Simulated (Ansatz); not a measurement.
Geometry optimisation, RKS B3LYP-D4/6-31G* in Ansatz.

input.yaml

```yaml
crystal:
  periodic: [false, false, false]
  atoms:
    - { symbol: C, position_ang: [0.1712, -0.8032, 1.171] }
    - { symbol: C, position_ang: [0.3768, -0.2085, -0.2439] }
    - { symbol: F, position_ang: [1.5763, -0.5881, -0.7682] }
    - { symbol: B, position_ang: [-0.7365, -0.4627, -1.286] }
    - { symbol: O, position_ang: [-0.8828, 1.0157, -1.3794] }
    - { symbol: C, position_ang: [0.1, 1.2572, -0.4077] }
    - { symbol: F, position_ang: [1.1935, 1.9363, -0.9519] }
    - { symbol: H, position_ang: [0.223, -1.8499, 1.1352] }
    - { symbol: H, position_ang: [-0.8773, -0.4447, 1.5765] }
    - { symbol: H, position_ang: [0.896, -0.3701, 1.8819] }
    - { symbol: H, position_ang: [-1.6687, -1.2937, -1.2047] }
    - { symbol: H, position_ang: [-0.2943, 1.7566, 0.5111] }
basis:
  gaussian: { orbitals: "6-31G*" }
hamiltonian:
  xc: b3lyp
  dispersion: d4
relax:
  f_tol: 0.02
  max_steps: 50
```

Run as:

```bash
$ ansatz run input.yaml --threads 2 --pin off --max-ram 3072MiB --backend cpu --events-out ev --progress --plain --runs-dir out
```

Q: Where does it end, and by what steps?

A: It converged. After 8 steps the energy has fallen by 1.201 eV; H11 moved furthest, 0.60 Å.

| step | energy less start (eV) | largest force component (eV/Å) | accepted |
| --- | --- | --- | --- |
| 0 | 0.0000 | 3.181 | yes |
| 1 | -0.8890 | 2.161 | yes |
| 2 | -1.1233 | 0.889 | yes |
| 3 | -1.1656 | 0.688 | yes |
| 4 | -1.1991 | 0.171 | yes |
| 5 | -1.2005 | 0.042 | yes |
| 6 | -1.2008 | 0.022 | yes |
| 7 | -1.2009 | 0.029 | yes |
| 8 | -1.2009 | 0.012 | yes |

```xyz
12
Properties=species:S:1:pos:R:3
C 0.201 -0.774 1.262
C 0.336 -0.288 -0.165
F 1.581 -0.665 -0.667
B -0.882 -0.377 -1.204
O -1.043 0.984 -1.273
C 0.079 1.231 -0.397
F 1.076 1.857 -1.069
H 0.238 -1.867 1.296
H -0.750 -0.453 1.703
H 1.018 -0.381 1.879
H -1.551 -1.175 -1.779
H -0.226 1.855 0.449
```

Whether the end is a true minimum wasn't checked by a vibrational analysis.

The run took 37 s on 2 threads of Arm Neoverse V1 (shared host), peak memory 0.28 GiB.
